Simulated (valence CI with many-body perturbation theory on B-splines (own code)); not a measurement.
**La⁴²⁺: E2, M1, M2 decay**

Calculated by valence CI with perturbative core correlation (CI+MBPT): five valence electrons over a frozen Dirac-Fock core [Ne], radial functions for each j: 11 s, 11 p, 10 d, 8 f, 5 g, 2 h, with the one-electron correlation potential Σ1, the two-electron term Σ2, the three-electron term Σ3, Breit, model QED; selected CI, second order for the rest, scaled by the run's own slope (own B-spline code, finite nucleus).

No measured spectrum was set against this ion. As an estimate, large intervals hold to a few tenths of a per cent, small ones and those within an open d or f shell to about a per cent. Among the levels kept, up to 3200 cm⁻¹ of a level comes from second order outside the variational space, and about a tenth of that is noise between levels of different J, which matters for small intervals.

Lines 1 to 22 of 22 in falling wavelength, among levels below 627.06 eV, chosen from the decays that carry over 1 % of a level's rate. Wavelengths and rates use the calculated energies. Electric multipoles are in the length gauge, E1 and E2 with the static RPA response of the core. Weak lines are less certain than strong ones. Lines between different terms over intervals too small for the method are left out, as are lines whose strength nearly cancels.

Levels are named by their leading jj configuration (3d3/2^4 stands for four electrons in 3d with j = 3/2), which in mixed levels can hold well under half, so a name can repeat and another be missing. Letters in brackets count levels of one name in rising energy.

```
λ vac (Å)                               Upper                               Lower  Type   A (s⁻¹)  Branch %
     1459      (3s^2 3p1/2 3p3/2 3d3/2) J=7/2  (3s^2 3p1/2 3p3/2 3d3/2) J=5/2 [a]    M1  4.25e+03       2.5
     1343      (3s^2 3p1/2 3p3/2 3d5/2) J=9/2  (3s^2 3p1/2 3p3/2 3d5/2) J=7/2 [a]    M1  1.97e+03       1.7
    504.9      (3s^2 3p1/2 3p3/2 3d5/2) J=9/2      (3s^2 3p1/2 3p3/2 3d3/2) J=7/2    M1  9.20e+04      79.1
    243.3      (3s^2 3p1/2 3p3/2 3d3/2) J=7/2          (3s 3p1/2^2 3p3/2^2) J=5/2    M1  9.47e+03       5.5
    168.5      (3s^2 3p1/2 3p3/2 3d3/2) J=7/2          (3s^2 3p1/2^2 3d5/2) J=5/2    M1  5.78e+04      33.7
    164.2      (3s^2 3p1/2 3p3/2 3d5/2) J=9/2          (3s 3p1/2^2 3p3/2^2) J=5/2    E2  1.49e+03       1.3
    153.0          (3s^2 3p3/2^2 3d5/2) J=9/2  (3s^2 3p1/2 3p3/2 3d5/2) J=7/2 [b]    M1  2.25e+06      22.5
    139.4  (3s^2 3p1/2 3p3/2 3d5/2) J=7/2 [a]          (3s^2 3p1/2^2 3d5/2) J=5/2    M1  3.88e+06       1.2
    132.7          (3s^2 3p1/2 3p3/2^2) J=3/2          (3s^2 3p1/2^2 3p3/2) J=3/2    M1  8.55e+06      99.9
    130.9                (3s^2 3p3/2^3) J=3/2          (3s^2 3p1/2 3p3/2^2) J=1/2    M1  2.15e+06      11.9
    126.5          (3s^2 3p3/2^2 3d5/2) J=9/2      (3s^2 3p1/2 3p3/2 3d5/2) J=9/2    M1  3.97e+06      39.8
    126.3      (3s^2 3p1/2 3p3/2 3d5/2) J=9/2          (3s^2 3p1/2^2 3d5/2) J=5/2    E2  1.80e+04      15.5
    122.5      (3s^2 3p1/2 3p3/2 3d3/2) J=7/2          (3s^2 3p1/2^2 3d3/2) J=3/2    E2  2.73e+04      15.9
    121.3          (3s^2 3p1/2 3p3/2^2) J=5/2          (3s^2 3p1/2^2 3p3/2) J=3/2    M1  1.53e+06      96.5
    121.3          (3s^2 3p1/2 3p3/2^2) J=5/2          (3s^2 3p1/2^2 3p3/2) J=3/2    E2  5.30e+04       3.3
    117.5                (3s^2 3p3/2^3) J=3/2          (3s^2 3p1/2 3p3/2^2) J=5/2    M1  2.85e+06      15.8
    115.6          (3s^2 3p3/2^2 3d5/2) J=9/2  (3s^2 3p1/2 3p3/2 3d5/2) J=7/2 [a]    M1  3.41e+06      34.2
    109.7          (3s^2 3p1/2 3p3/2^2) J=1/2          (3s^2 3p1/2^2 3p3/2) J=3/2    M1  6.12e+06      99.0
    109.7          (3s^2 3p1/2 3p3/2^2) J=1/2          (3s^2 3p1/2^2 3p3/2) J=3/2    E2  6.28e+04       1.0
    108.5                (3s^2 3p3/2^3) J=3/2          (3s^2 3p1/2 3p3/2^2) J=3/2    M1  1.23e+07      68.2
    101.2          (3s^2 3p3/2^2 3d5/2) J=9/2      (3s^2 3p1/2 3p3/2 3d3/2) J=7/2    M1  2.42e+05       2.4
    66.38      (3s^2 3p1/2 3p3/2 3d5/2) J=9/2          (3s^2 3p1/2 3p3/2^2) J=5/2    M2  2.82e+03       2.4
```
